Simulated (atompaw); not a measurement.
## How hard is this Mn (Z = 25) PAW (atompaw) potential?

```json
{
 "Element": "Mn",
 "Generator": "atompaw 4.2.0.5",
 "Type": "PAW",
 "Functional": "LDA (PW92)",
 "Relativity": "scalar-relativistic",
 "Frozen core": "[Ar]",
 "Valence charge": "7",
 "Reference configuration": "3d5 4s2 4p0",
 "Partial waves": "4s (bound): rc 0.95 bohr; 4s channel at 3.65 Ry: rc 3.00 bohr; 4p (bound, empty): rc 3.00 bohr; 4p channel at 0.9 Ry: rc 3.00 bohr; 3d (bound): rc 1.90 bohr; 3d channel at 0.05 Ry: rc 1.90 bohr",
 "Local potential": "ultrasoft scheme with l = 3 at 0 Ry, radius 2.35 bohr",
 "Core correction": "smooth core density matched at 2.85 bohr",
 "Augmentation charge": "sinc compensation charge, radius 2.40 bohr; PAW radius 3.00 bohr; waves and projectors: custom polynom2 7 10 vanderbiltortho"
}
```

The pseudo-atom Hamiltonian at the reference potential is diagonalised in spherical Bessel functions j_l(qr) that vanish at 20 bohr, with q² up to the cutoff. All-electron valence levels (Ry): 4s -0.3883, 4p -0.1081, 3d -0.5152.

Q: How do the lowest levels (Ry) of each channel move with the cutoff, and are there ghosts?

A:

| cutoff (Ry) | s #1 | s #2 | p #1 | p #2 | d #1 | f #1 | f #2 | Σ f·Δε (mRy) |
| --- | --- | --- | --- | --- | --- | --- | --- | --- |
| 8 | -0.3018 | 0.0140 | -0.1078 | 0.0475 | -0.0019 | 0.1112 | 0.2351 | 2739.4 |
| 10 | -0.3324 | 0.0109 | -0.1079 | 0.0475 | -0.2243 | 0.1112 | 0.2351 | 1566.1 |
| 15 | -0.3706 | 0.0069 | -0.1080 | 0.0474 | -0.4673 | 0.1112 | 0.2351 | 274.5 |
| 18 | -0.3830 | 0.0055 | -0.1080 | 0.0474 | -0.5074 | 0.1112 | 0.2351 | 49.3 |
| 21 | -0.3863 | 0.0052 | -0.1080 | 0.0474 | -0.5135 | 0.1112 | 0.2351 | 12.3 |
| 30 | -0.3878 | 0.0050 | -0.1080 | 0.0474 | -0.5149 | 0.1112 | 0.2351 | 2.1 |
| 35 | -0.3878 | 0.0050 | -0.1080 | 0.0474 | -0.5150 | 0.1112 | 0.2351 | 1.8 |
| 40 | -0.3879 | 0.0050 | -0.1080 | 0.0474 | -0.5150 | 0.1112 | 0.2351 | 1.5 |
| 45 | -0.3880 | 0.0050 | -0.1081 | 0.0474 | -0.5150 | 0.1112 | 0.2351 | 1.3 |
| 55 | -0.3882 | 0.0050 | -0.1081 | 0.0474 | -0.5150 | 0.1112 | 0.2351 | 0.8 |
| 60 | -0.3882 | 0.0050 | -0.1081 | 0.0474 | -0.5150 | 0.1112 | 0.2351 | 0.8 |
| 400 | -0.3883 | 0.0050 | -0.1081 | 0.0474 | -0.5152 | 0.1112 | 0.2351 | 0.0 |

Result: no extra level below or beside the all-electron valence levels (s, p, d, f tested); 10 mRy is reached at 25 Ry and 1 mRy at 50 Ry.
